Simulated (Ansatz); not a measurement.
Mulliken charges of `O[Si](O)Cl` radical from ωB97M-V/def2-TZVPP in Ansatz (PBE0-D4/def2-TZVP geometry).

```json
{"atom": "O1", "x (Å)": "-0.256", "y (Å)": "0.863", "z (Å)": "0.879", "charge (e)": "-0.343"}
{"atom": "Si2", "x (Å)": "-0.529", "y (Å)": "-0.248", "z (Å)": "-0.298", "charge (e)": "0.531"}
{"atom": "O3", "x (Å)": "0.453", "y (Å)": "-1.507", "z (Å)": "0.031", "charge (e)": "-0.346"}
{"atom": "Cl4", "x (Å)": "-0.088", "y (Å)": "0.553", "z (Å)": "-2.154", "charge (e)": "-0.214"}
{"atom": "H5", "x (Å)": "-0.616", "y (Å)": "1.744", "z (Å)": "0.755", "charge (e)": "0.188"}
{"atom": "H6", "x (Å)": "1.038", "y (Å)": "-1.406", "z (Å)": "0.787", "charge (e)": "0.184"}
```

Q: By hand: the dipole of these point charges (1 e Å = 4.8032 D).

A: Σ q r = (-0.256, 0.045, 0.277) e Å, of length 0.380 e Å = 1.83 D.

Q: How does the dipole of the full density compare? (An estimate is asked.)

A: Computed: (-0.041, 0.236, 0.345) e Å, 2.02 D; the point charges give 0.91 times that, at 43° from its direction.

Point charges leave out the atoms' own dipoles, such as those of lone pairs, and Mulliken's split depends on the basis, so the two needn't agree.
